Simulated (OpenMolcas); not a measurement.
An atom or ion with 45 electrons was computed by SS-CASPT2, IPEA 0.25 Eh, imaginary shift 0.1 Eh with spin-orbit coupling (OpenMolcas, ANO-RCC-VQZP, DKH2). The lowest levels that the run gave, each within 12 % of the measured value where one is at hand:

```
  J  Parity  E (cm⁻¹)      g
5/2    even       0.0  1.200
3/2    even      3630  0.800
9/2    even     24370  1.333
7/2    even     26260  1.230
5/2    even     28040  1.029
3/2    even     29010  0.429
7/2    even     31120  1.149
5/2    even     33300  1.018
5/2    even     35610  1.365
3/2    even     36580  1.257
1/2    even     38360  2.660
3/2    even     38540  1.335
```

Question: Which ion is it, and what are the configurations and terms?

Answer: Pd+ (Z = 46, charge +1; active space 9 electrons in 6 orbitals (4d 5s)). J, parity and g give the terms where levels are pure, and mixed ones are named by the computed weights; the size of the splittings, set against known spectra of the 45-electron sequence, gives the charge. In order, with the measured energies in cm⁻¹ (NIST Handbook of Basic Atomic Spectroscopic Data): 4d⁹ ²D_5/2, 4d⁹ ²D_3/2 (3539), 4d⁸ 5s ⁴F_9/2 (25084), 4d⁸ 5s ⁴F_7/2 (27097), 4d⁸ 5s ⁴F_5/2 (28929), 4d⁸ 5s ⁴F_3/2 (29948), 4d⁸ 5s ²F_7/2 (32281), 4d⁸ 5s ²F_5/2 [66 %] (34425), 4d⁸ 5s ⁴P_5/2 [63 %], 4d⁸ 5s ⁴P_3/2 [45 %], 4d⁸ 5s ⁴P_1/2, 4d⁸ 5s ⁴P_3/2 [55 %].

CASPT2 does not keep the components of a term degenerate, so their means are used; among the terms shown or strongly mixed into the levels shown the widest spread is 560 cm-1 (4d⁸ 5s ⁴F). Terms from blocks run as CI alone lack orbitals of their own. A single d shell beside an s shell can misplace configurations of different d count against each other. Measured partners are found by configuration, term and J. A level has none where our copy of the source lacks it or the pairing is in doubt (some pairs that miss far off the trend of their configuration count as doubtful), and it then counts in no deviation. Only configurations of the active space appear.

A share in square brackets marks a mixed level and gives the weight of the term that names it.
